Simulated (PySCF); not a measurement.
A run for PySCF: R-B3LYP/3-21G on CH6GeO2 (SMILES C[O][GeH2][OH]), a point of a torsion scan.

```python
from pyscf import gto, scf, dft, mp
from pyscf.data.elements import chemcore

mol = gto.M(
    atom='''
    C     1.51877374   -0.22307618   -0.14698190
    O     0.48186639    0.71986958    0.01841453
    Ge   -1.22818851    0.45892094    0.33748922
    O    -2.05864254    1.18220142   -0.99558992
    H     2.23656516    0.19593286   -0.85443553
    H     2.02215190   -0.40183733    0.80637424
    H     1.15381167   -1.17565142   -0.53590298
    H    -1.60398014   -0.99562521    0.32596349
    H    -1.53481577    1.20486876    1.60259328
    H    -1.57428747    1.85992615   -1.46459458
    ''',
    basis='3-21g',
    charge=0, spin=0, verbose=3, max_memory=1800)
mf = dft.RKS(mol, xc='b3lyp')
mf.conv_tol = 1e-8
mf.max_cycle = 100
mf.kernel()
if not mf.converged:
    mf = mf.newton().run(mf.mo_coeff, mf.mo_occ)
```

Output:

```
converged SCF energy = -2258.13145419138
```

The run converged.

Cost: about 7 core-seconds (a rough figure).
